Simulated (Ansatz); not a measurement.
B(SiH3)3 (Si3BH9). Total charge 0; triplet. Geometry r2SCAN-D4/def2-SVP, that of the neutral singlet.

Cartesian coordinates in Å:
```
B -0.008 -0.006 0.003
Si 1.014 -0.708 1.583
H 0.645 -0.134 2.915
H 2.474 -0.447 1.348
H 0.837 -2.197 1.649
Si -1.370 1.450 0.250
H -2.310 1.090 1.363
H -2.181 1.806 -0.956
H -0.620 2.677 0.684
Si 0.346 -0.750 -1.830
H 1.437 -1.770 -1.926
H 0.664 0.371 -2.775
H -0.929 -1.383 -2.307
```

At PBE-D4/def2-TZVP the gap within one spin of the charge 0 triplet nearly closes, so an electron or hole may be smeared out by delocalisation error. At PBE0-D4/def2-TZVP a singlet of charge 0 lies 2.45 eV below the triplet at the same geometry.

Estimate the α-spin orbital energies around the gap (eV) in Ansatz with PBE-D4/def2-TZVP, r2SCAN-D4/def2-TZVP, PBE0-D4/def2-TZVP.


| orbital | PBE-D4/def2-TZVP | r2SCAN-D4/def2-TZVP | PBE0-D4/def2-TZVP |
| --- | --- | --- | --- |
| HOMO−5 | -8.58 | -8.98 | -9.95 |
| HOMO−4 | -8.40 | -8.77 | -9.72 |
| HOMO−3 | -8.32 | -8.66 | -9.64 |
| HOMO−2 | -7.56 | -7.98 | -8.86 |
| HOMO−1 | -6.90 | -7.15 | -8.06 |
| HOMO | -4.50 | -4.87 | -5.59 |
| LUMO | -0.49 | -0.17 | 0.30 |
| LUMO+1 | -0.39 | -0.03 | 0.42 |
| LUMO+2 | -0.32 | 0.04 | 0.47 |
| LUMO+3 | -0.11 | 0.22 | 0.65 |
| LUMO+4 | 0.10 | 0.50 | 0.88 |
| LUMO+5 | 0.18 | 0.66 | 1.00 |
| β HOMO | -6.57 | -6.80 | -7.63 |
| β LUMO | -6.51 | -6.40 | -5.76 |
